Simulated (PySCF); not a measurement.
**Two-component Hartree-Fock for P (phosphorus, neutral)**

Start: [Ne] 3s2 3p3; 3p3/2 filled at m_j = -1/2, +1/2, +3/2. Calculated with PySCF 2.14 in x2c-SVPall-2c with one added diffuse shell each of s, p type (5s5p1d, 25 functions): generalised Hartree-Fock with the X2C-1e Hamiltonian and a Gaussian nucleus; one run each with spin-orbit coupling (SO) switched off, then screened by Boettger's factors. This is a chosen level, not necessarily the ground level.

| spinor shell | electrons | ε, spin-free (eV) | ε, screened SO (eV) | weight of nominal j (screened SO) | rms radius, screened SO (bohr) |
| --- | --- | --- | --- | --- | --- |
| 1s1/2 | 2 | -2180.9 | -2180.9 | 1.000 | 0.120 |
| 2s1/2 | 2 | -205.27 | -205.27 | 1.000 | 0.561 |
| 2p1/2 | 2 | -146.96 | -147.87 | 0.819 | 0.538 |
| 2p3/2 | 4 | -146.96 | -146.51 | 0.910 | 0.541 |
| 3s1/2 | 2 | -19.001 | -19.000 | 1.000 | 2.09 |
| 3p3/2 | 3 | -10.690 | -10.690 | 0.662 | 2.54 |

| quantity | spin-free | screened SO |
| --- | --- | --- |
| E (hartree) | -341.40516 | -341.40541 |
| M_J | 3/2 | 3/2 |
| ⟨J²⟩ | 3.750 | 3.750 |
| ⟨L²⟩ | 0.000 | 0.000 |
| ⟨S²⟩ | 3.750 | 3.750 |

Each row is a mean over spinors that exchange with the open shell spreads, by up to 7.553 eV (3s1/2).

Rows whose weight is well below 1 are mixtures of j = l ± 1/2: exchange outweighs spin-orbit coupling there, and the label is only the starting occupation.

Without spin-orbit coupling the j labels of p, d and f shells carry no meaning; the spin-free column gives the mean over the occupied spinors of each nl shell.
